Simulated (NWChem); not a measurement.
# Basis-set dependence for isopropylamine (C3H9N)

SMILES: CC(C)N
```xyz
13

C     -0.2892    -0.6442     1.2663
C      0.3542    -0.0724     0.0000
C     -0.2892    -0.6442    -1.2663
N      0.1888     1.3862     0.0000
H     -0.1963    -1.7484     1.3023
H     -1.3651    -0.3755     1.3038
H      0.1925    -0.2379     2.1807
H      1.4316    -0.3914     0.0000
H      0.1925    -0.2379    -2.1807
H     -1.3651    -0.3755    -1.3038
H     -0.1963    -1.7484    -1.3023
H      0.6649     1.7884    -0.8187
H      0.6649     1.7884     0.8187
```
Charge 0, spin multiplicity 1.

Everything below was run with NWChem. Structure: optimised with PBE/def2-SVP, a minimum by its harmonic frequencies. It is one conformer; others weren't searched.

Hartree-Fock energies in Ha, correlation energies in mHa.

The correlated methods keep 4 core orbitals frozen. The Pople sets run with spherical d functions.

| basis | functions | RHF | MP2 | SCS-MP2 |
|---|---|---|---|---|
| def2-SVP | 101 | -173.16326 | -615.0 | -617.2 |
| 6-311G** | 126 | -173.33297 | -652.0 | -652.6 |

From def2-SVP to 6-311G** the Hartree-Fock energy moves by -169.7 mHa and the MP2 correlation energy by -37.0 mHa, which is 6 % of its value in the larger set.
